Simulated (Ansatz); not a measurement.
Consider the atomization: `[F][In-]1([F])[SH+][In-]([F])([F])[SH+]1` → 4 F• + 2 H• + 2 In• + 2 S•.

Gas-phase electronic energies from Ansatz, PBE0-D4/def2-TZVP geometries. CCSD(T)/CBS is the MP2 limit (def2-TZVPP, def2-QZVPP) plus CCSD(T) − MP2 in def2-TZVPP, frozen cores. This one scheme is used for every species, atoms too. DFT in def2-TZVPP. Open shells (•) are unrestricted, without spin–orbit coupling. Spin–orbit coupling would lower the free atoms: a little for F, S; strongly for In. def2 core potentials past Kr. Bonds to In are less sure, by a few kJ/mol each and by 10 to 20 or more in all where they break to atoms, as the def2 sets lack core-valence functions.

```csv
species,r2SCAN0 energy (Eh)
`[F][In-]1([F])[SH+][In-]([F])([F])[SH+]1`,-1577.47061
F•,-99.72093
H•,-0.49987
In•,-190.14866
S•,-398.08348
```

(1) Work out ΔE.

Largest T1 diagnostic among the species: 0.016.

Answers

(1) ΔE = 4 × (-99.72093) + 2 × (-0.49987) + 2 × (-190.14866) + 2 × (-398.08348) − (-1577.47061) = 1.12287 Eh = +704.6 kcal/mol. CCSD(T)/CBS gives +743.8 kcal/mol.

At CCSD(T), def2-SVP lies −72.3 kcal/mol from the extrapolated value and def2-TZVPP −35.4 kcal/mol: correlation converges slowly with the basis, and small sets miss more of it in the bonded molecule than in its fragments. From PBE to PBE0 (25 % exact exchange), in def2-TZVPP and without D4, ΔE moves by −27.0 kcal/mol: exact exchange takes away binding that semilocal exchange gives to molecules. Leaving LDA and LC-ωPBE aside and taking each functional with its dispersion term where it has one, the values, not all of them listed here, spread over 66.6 kcal/mol, from BHLYP-D4 to PBE-D4. LDA lies +127.0 kcal/mol from PBE without D4, its usual overbinding.

For atomizations the MP2-based limit and the directly extrapolated one differ by several kJ/mol either way, and by 10 to 25 for some Ge, Se and Sn compounds, so smaller differences from it don't rank the levels.
